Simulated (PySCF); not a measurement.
Coordinates in bohr (charge 0 multiplicity 1):
```
In    0.0000    0.0000    0.0000
O     3.7758    0.2388    0.0000
O    -2.0947    3.1505    0.0000
O    -1.6811   -3.3893    0.0000
H     4.5310   -1.4283    0.0000
H    -1.0285    4.6381    0.0000
H    -3.5024   -3.2098    0.0000
```

Level of theory: PySCF, B3LYP, basis In def2-SVP with ECP28, O def2-SVP, H def2-SVP (scalar-relativistic core potentials, no spin–orbit coupling, density fitting).

This geometry of In(OH)₃ is a stationary point at this level.

Problem. What is the point group?

Solution. C3h.

Problem. Is it a minimum?

Solution. Yes: all harmonic wavenumbers are real.

Problem. Give the atomic charges and bond orders.

Solution. 
```
  atom  Mulliken  Löwdin  polar tensor  Mayer order to In1
   In1      0.81    0.56          1.46                   –
O2,3,4     -0.46   -0.27         -0.72                1.06
H5,6,7      0.19    0.08          0.23                0.02
```
Other Mayer orders above 0.3: O–H 0.96 (×3).

Problem. Give the ideal-gas entropy at 298.15 K and 1 bar by parts.

Solution. translation 172.6, rotation 100.4, vibration 65.9, spin 0.0; total 338.9 J/(mol K).

Problem. What is the atomisation energy, with and without zero-point energy?

Solution. 2180 kJ/mol without, 2079 kJ/mol with.

Only a few start shapes were tried, so a lower isomer may exist.
